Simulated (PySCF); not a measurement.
**Dipole response of Se⁻ (selenium, charge -1)**

[Ar] 3d10 4s2 4p5, 2P determinant. Computed with PySCF 2.14 in aug-cc-pwCVTZ-PP with ECP10MDF (8s7p6d4f1g, 96 functions), with scalar relativity through the core potential. Coupled (time-dependent) response in atomic units; α is the mean over directions.

```csv
method,mean α (bohr³),"α xx, yy, zz",C₆ (like pair),S(−4)
UHF,53.92,"42.44, 59.66, 59.66",633.1,987.5
wB97X-V,58.41,"46.29, 64.48, 64.48",699.2,1223
```

S(−4) is the Cauchy moment in α(ω) = α(0) + S(−4) ω² + …

Spin-orbit coupling is absent.

α(iu) at wB97X-V:

| u (hartree) | α(iu) (bohr³) |
| --- | --- |
| 0 | 58.41 |
| 0.0500 | 55.61 |
| 0.100 | 49.30 |
| 0.200 | 36.29 |
| 0.300 | 26.66 |
| 0.500 | 15.37 |
| 0.750 | 8.869 |
| 1.00 | 5.750 |
| 1.50 | 3.020 |
| 2.00 | 1.901 |
| 3.00 | 1.003 |
| 5.00 | 0.4618 |

A single London oscillator, α(iu) = α/(1 + u²/ω²), gives C₆ = (3/4) ω α². Matching the computed C₆ needs ω = 4 × 699.2 / (3 × 58.41²) = 0.273 hartree.

For an ion, C₆ is the dispersion term alone; charge-induced terms of lower order in 1/R come first.

The components differ because the open shell of this determinant is not spherical; for a pure term their mean is the scalar polarisability.

Energies and moments cover only the electrons outside the core potential.
